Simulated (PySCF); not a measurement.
PySCF was given this input:
```python
from pyscf import gto, scf

mol = gto.M(
    atom='''
O    -0.00000000   -0.00000000   -0.88835384
Si    0.00000000    0.00000000    0.64027396
H    -0.00000000   -0.00000000   -1.85700467
''',
    basis='def2-qzvp',
    charge=1,
    verbose=4,
)

mf = scf.RHF(mol)
mf = mf.density_fit(auxbasis='def2-universal-jkfit')
mf.kernel()
```

**Question.** Give the HOMO-LUMO gap at the level DF-HF/def2-QZVP (PySCF).

**Answer.** 14.09 eV

**Question.** What is the computed Mulliken (on the basis functions themselves) charges in atom order (DF-HF/def2-QZVP)?

**Answer.** O1 -0.46, Si2 1.08, H3 0.38

**Question.** Give the nuclear repulsion energy at the level DF-HF/def2-QZVP.

**Answer.** 46.1090 Eh
